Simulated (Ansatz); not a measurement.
```yaml
crystal:
  periodic: [false, false, false]
  atoms:
    - {symbol: Al, position_ang: [1.042382, 1.741790, -2.517652]}
    - {symbol: P, position_ang: [0.250630, 0.415698, -0.641093]}
    - {symbol: C, position_ang: [-1.255027, 0.581235, 0.254389]}
    - {symbol: C, position_ang: [-1.661782, -0.335280, 1.295799]}
    - {symbol: C, position_ang: [-0.806680, -1.300083, 1.776607]}
    - {symbol: C, position_ang: [0.490687, -1.601597, 1.311021]}
    - {symbol: C, position_ang: [1.101097, -0.942245, 0.287646]}
    - {symbol: H, position_ang: [-1.980617, 1.308184, -0.091650]}
    - {symbol: H, position_ang: [-2.671384, -0.170190, 1.758056]}
    - {symbol: H, position_ang: [-1.196877, -1.942418, 2.681527]}
    - {symbol: H, position_ang: [1.028497, -2.392221, 1.809787]}
    - {symbol: H, position_ang: [2.075652, -1.125886, -0.024739]}
    - {symbol: H, position_ang: [2.675496, 1.774854, -2.138682]}
    - {symbol: H, position_ang: [0.166592, 3.070038, -2.170220]}
    - {symbol: H, position_ang: [0.535028, 0.784376, -3.711617]}
basis:
  gaussian: {orbitals: "6-31G*"}
hamiltonian: {xc: {name: PBE}, dispersion: d3bj}
output: {forces: true}
```

```sh
$ ansatz run in.yaml --threads 4 --pin off --events-out ev --progress --plain --max-ram 4787MiB
```

Output, abridged:

```
Functional definition: PBE
  name "PBE"
  cite "Perdew, Burke & Ernzerhof, Phys. Rev. Lett. 77, 3865 (1996) doi:10.1103/PhysRevLett.77.3865"
  parent pbe
  parameter kappa = 0.804
  parameter beta = 0.06672455060314922
  exchange = pbe_x(kappa = kappa, mu = beta*pi^2/3)
  correlation = pbe_c(beta = beta)
1585 factors; their error is unknown
mean field evaluation 1: about -21172.8179 eV, gradient 6.3e1 eV
mean field evaluation 2: about -21145.6620 eV, gradient 1.1e2 eV
mean field evaluation 4: about -21182.9183 eV, gradient 1.6e1 eV
mean field evaluation 8: about -21183.6949 eV, gradient 3.1e-1 eV
mean field evaluation 16: about -21183.5848 eV, gradient 1.3e-3 eV
mean field -21183.58475324 eV, -778.4823809322 hartree, gradient 4.1e-5 eV, S^2 0.000000; 0 other end points of the search recorded, 0 dependent functions left out
the calculation of the forces begins
reference -21183.58480378 eV, -778.4823827895 hartree; 33, 33 occupied and 96, 96 virtual orbitals, 1585 factors
Total energy: -21184.01864823 eV, -778.4983262791 hartree
Atom 0 at     1.042382     1.741790    -2.517652 Å, force     0.656648     0.398305    -0.056461 eV/Å
Atom 1 at     0.250630     0.415698    -0.641093 Å, force     0.042814    -1.396077     2.020276 eV/Å
Atom 2 at    -1.255027     0.581235     0.254389 Å, force     0.125193    -1.500200     0.249637 eV/Å
Atom 3 at    -1.661782    -0.335280     1.295799 Å, force    -0.127983     1.889054    -0.962542 eV/Å
Atom 4 at    -0.806680    -1.300083     1.776607 Å, force    -0.783270    -2.017499     2.344475 eV/Å
Atom 5 at     0.490687    -1.601597     1.311021 Å, force    -0.647958     0.117340     0.413230 eV/Å
Atom 6 at     1.101097    -0.942245     0.287646 Å, force    -2.390839     2.554990    -1.385570 eV/Å
Atom 7 at    -1.980617     1.308184    -0.091650 Å, force    -0.144061     0.391019    -0.132701 eV/Å
Atom 8 at    -2.671384    -0.170190     1.758056 Å, force     0.799185    -0.235014    -0.315137 eV/Å
Atom 9 at    -1.196877    -1.942418     2.681527 Å, force     0.699832     1.068388    -1.650838 eV/Å
Atom 10 at     1.028497    -2.392221     1.809787 Å, force     0.324436    -0.446658     0.332511 eV/Å
Atom 11 at     2.075652    -1.125886    -0.024739 Å, force     1.999192    -0.621395    -0.609934 eV/Å
Atom 12 at     2.675496     1.774854    -2.138682 Å, force    -0.637375    -0.067978    -0.159694 eV/Å
Atom 13 at     0.166592     3.070038    -2.170220 Å, force     0.052296    -0.137331    -0.049515 eV/Å
Atom 14 at     0.535028     0.784376    -3.711617 Å, force     0.031889     0.003055    -0.037735 eV/Å
Dipole moment:    -0.430963    -0.699556     0.956294 e Å
```

Hardware: 4 threads of Intel Xeon on a shared host. Wall time 3.6 s.

The 6-31G sets use Cartesian d functions.
